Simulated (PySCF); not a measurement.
Correlation energy of Sn⁺ (tin, charge +1)

[Kr] 4d10 5s2 5p1, 2P determinant. Calculation: PySCF 2.14, in def2-SVP with the def2 core potential (28 electrons); scalar relativity through the core potential. Frozen: 4s2 4p6 4d10; 3 electrons correlated.

MP2 pair energies summed by pair of shells (mhartree):

```csv
pair,energy,share (%)
5s-5s,-15.80,59.1
5s-5p,-10.93,40.9
```

Total MP2 correlation energy: -26.73 mhartree.

Same-spin part -1.83 and opposite-spin part -24.90 mhartree; SCS-MP2 scales them by 1/3 and 6/5 to -30.49 mhartree.

| level | correlation energy (mhartree) |
| --- | --- |
| CCSD | -39.84 |
| (T) | -0.37 |
| CCSD(T) | -40.21 |

Diagnostics: T1 = 0.0088, D1 = 0.0215, largest double amplitude 0.096.

**Question.** Is a single reference adequate?

**Answer.** Mostly. T1 lies below 0.03, but a double amplitude of this size points to a near-degeneracy that CCSD handles and MP2 describes poorly.
